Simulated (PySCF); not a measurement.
SMILES F[SiH2][SiH2][SiH](F)F (H₅F₃Si₃) (CAM-B3LYP/def2-SVP optimised geometry):

```
11

Si    -1.163    -0.999     0.000
F     -1.580     0.578     0.000
Si     1.182    -0.999     0.000
Si     1.761     0.919    -1.204
F      3.277     0.818    -1.754
F      0.798     0.953    -2.502
H     -1.761    -1.633     1.203
H     -1.709    -1.631    -1.228
H      1.723    -2.207    -0.683
H      1.728    -0.922     1.384
H      1.627     2.207    -0.489
```

Level of theory: CAM-B3LYP/def2-TZVP run with PySCF.

What are the frontier orbital energies and the dipole moment?

HOMO-2 -11.33 eV, HOMO-1 -10.50 eV, HOMO -9.61 eV, LUMO -0.17 eV, LUMO+1 0.35 eV; dipole moment 2.42 D.

On the same geometry PBE/def2-TZVP (PySCF) gives HOMO-2 -8.45 eV, HOMO-1 -7.83 eV, HOMO -7.14 eV, LUMO -2.06 eV, LUMO+1 -1.58 eV; dipole moment 2.13 D.

Meta-Löwdin charges at CAM-B3LYP/def2-TZVP: Si1 0.75, F2 -0.51, Si3 0.06, Si4 1.14, F5 -0.50, F6 -0.50, H7 -0.10, H8 -0.10, H9 -0.06, H10 -0.06, H11 -0.12.
